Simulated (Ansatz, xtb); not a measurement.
**C2H7BClGa: which of two structures lies lower**

We compare X, `B[CH2][Ga]([CH3])[Cl]`, a singlet, with Y, a singlet given by its coordinates. Both are isolated molecules in the gas phase, relaxed with B3LYP-D3(BJ)/def2-SVP; the shapes shown needn't be the lowest conformers.

X (Å):

```yaml
atoms:
  - { symbol: C, position_ang: [-0.9103, 3.0625, 1.0706] }
  - { symbol: C, position_ang: [1.5019, 0.6023, 2.0897] }
  - { symbol: B, position_ang: [-1.9562, 2.0824, 0.5467] }
  - { symbol: Cl, position_ang: [-0.4181, 2.3600, 4.4722] }
  - { symbol: Ga, position_ang: [0.0893, 1.9314, 2.3953] }
  - { symbol: H, position_ang: [-3.0409, 1.9930, 1.0725] }
  - { symbol: H, position_ang: [-1.6837, 1.3107, -0.3454] }
  - { symbol: H, position_ang: [-0.1067, 3.3370, 0.3670] }
  - { symbol: H, position_ang: [-1.2657, 3.9142, 1.6669] }
  - { symbol: H, position_ang: [1.2616, -0.3190, 2.6428] }
  - { symbol: H, position_ang: [1.6160, 0.3688, 1.0212] }
  - { symbol: H, position_ang: [2.4566, 0.9893, 2.4800] }
```

Y (Å):

```xyz
12

C     0.2730   -1.5900    1.2096
C     1.3698    1.0986    2.9103
B    -1.1210   -1.8805    0.7510
Cl    1.5912   -1.1941   -0.0350
Ga    0.1880    0.4636    1.4667
H    -1.4876   -1.6809   -0.3784
H    -1.9118   -2.2183    1.6029
H     0.7596   -2.0348    2.0818
H    -0.7219    1.2834    0.4983
H     1.7028    2.1318    2.7328
H     0.8256    1.0708    3.8689
H     2.2498    0.4439    2.9959
```

Close contacts (Å): C1–B3 1.50, C1–Cl4 1.86, C1–Ga5 2.07, C2–Ga5 1.97, Cl4–Ga5 2.64, C1–H8 1.09, C2–H10 1.10, C2–H11 1.10, C2–H12 1.10, B3–H6 1.20, B3–H7 1.21, Ga5–H9 1.56.

Quicker runs give these differences E(Y) − E(X): GFN2-xTB +40.1 kcal/mol; HF/STO-3G +49.7 kcal/mol (at GFN2-xTB geometries); r2SCAN-D4/def2-SVP +47.6 kcal/mol (at GFN2-xTB geometries).

Q: Estimate E(Y) − E(X) at the level CCSD(T)/def2-SVP + ΔMP2/def2-TZVPP.

A: Calculated at CCSD(T)/def2-SVP + ΔMP2/def2-TZVPP: E(Y) − E(X) = +46.2 kcal/mol, so structure X lies lower.

How the difference moves with the method:

```tsv
level	geometry	E(Y) − E(X) (kcal/mol)	departure from the last row (kcal/mol)	job, with rough time for the two
GFN2-xTB	GFN2-xTB	+40.1	−6.1	optimisation, 1.6 s
HF/STO-3G	GFN2-xTB	+49.7	+3.5	single point, 2 s
r2SCAN-D4/def2-SVP	GFN2-xTB	+47.6	+1.4	single point, 9.3 s
B3LYP-D3(BJ)/def2-SVP	B3LYP-D3(BJ)/def2-SVP	+46.6	+0.3	optimisation, 6.7 min
HF/def2-SVP	B3LYP-D3(BJ)/def2-SVP	+54.7	+8.5	part of the CCSD(T) run
MP2/def2-SVP	B3LYP-D3(BJ)/def2-SVP	+50.2	+4.0	part of the CCSD(T) run
CCSD(T)/def2-SVP	B3LYP-D3(BJ)/def2-SVP	+48.3	+2.1	single point
CCSD(T)/def2-SVP + ΔMP2/def2-TZVPP	B3LYP-D3(BJ)/def2-SVP	+46.2		single point, 1.9 min
```

The levels shown agree on the order. The largest departure from CCSD(T)/def2-SVP + ΔMP2/def2-TZVPP is that of HF/def2-SVP, 8.5 kcal/mol. The last row adds to CCSD(T) the change of the MP2 difference between the two basis sets, here −2.1 kcal/mol.

With thermal terms from frequencies at re-optimised GFN2-xTB minima (ideal gas, soft modes damped towards free rotors, one conformer each, 298.15 K, 1 atm): the zero-point term adds −2.3 kcal/mol; ΔH is +43.6 and ΔG +44.8 kcal/mol.

The correlated steps freeze 17 core orbitals; the filled d shell of Ga is correlated, in a basis made for valence electrons. Programs: Ansatz 0.2.0, xtb 6.7.1; the last row on 2 threads of Intel(R) Xeon(R) Processor @ 2.50GHz (Skylake/Cascade Lake) on a shared host.
